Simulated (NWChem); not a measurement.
Species: BH$_{2}$SeCl; SMILES [SeH]BCl

```xyz
5

B      0.7510     0.6041     0.0000
Cl    -0.1755     2.0864     0.0000
H      1.9521     0.6582     0.0000
Se    -0.0323    -1.1426     0.0000
H     -1.4349    -0.6969     0.0000
```
Atoms are numbered in this order, from 1.

Results from NWChem. Pople sets run with spherical d functions. All runs use the structure optimised with PBE0/def2-SVP. Vzz is the largest principal value of the second derivative of the potential at the nucleus (NWChem prints the opposite sign); η is the asymmetry. Non-relativistic.

Question: What does the run give for PBE0/6-31G*? Quantities: Vzz B1 (a.u.); η B1; Vzz Cl2 (a.u.); η Cl2; Vzz Se4 (a.u.); η Se4.

Answer: 
```yaml
Vzz B1 (a.u.): 0.326
"η B1": 0.66
Vzz Cl2 (a.u.): 2.107
"η Cl2": 0.55
Vzz Se4 (a.u.): 3.117
"η Se4": 0.69
```
